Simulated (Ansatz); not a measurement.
Reaction (ligand exchange at the Sn–S bond): `FC[S][SnH3]` + `OBO` → `OB[O][SnH3]` + `FCS`

Computed with Ansatz on PBE0-D4/def2-TZVP structures; ΔE is electronic, products minus reactants. CBS: MP2 limit from def2 TZ/QZ plus the TZ coupled-cluster correction, frozen cores. This one scheme is used for every species. DFT in def2-TZVPP. B3LYP here is the variant with VWN-RPA as its local correlation; programs differ in this. def2 core potentials past Kr. For Sn outer-core shells are correlated without core-valence functions, which leaves a few kJ/mol of doubt a bond. Each species was taken in one conformer, which may not be the lowest.

```json
{"level": "B3LYP", "ΔE (kJ/mol)": "26.1"}
{"level": "CCSD/def2-TZVPP", "ΔE (kJ/mol)": "24.3"}
{"level": "CCSD(T)/def2-TZVPP", "ΔE (kJ/mol)": "24.8"}
{"level": "MP2/def2-QZVPP", "ΔE (kJ/mol)": "30.3"}
```

(1) What does CCSD(T)/CBS give? (Estimate.)

Largest T1 diagnostic among the species: 0.014.

Answers

(1) The calculation gave: +27.6 kJ/mol. The listed levels differ from it by -1.5, -3.3, -2.8, 2.7 kJ/mol.
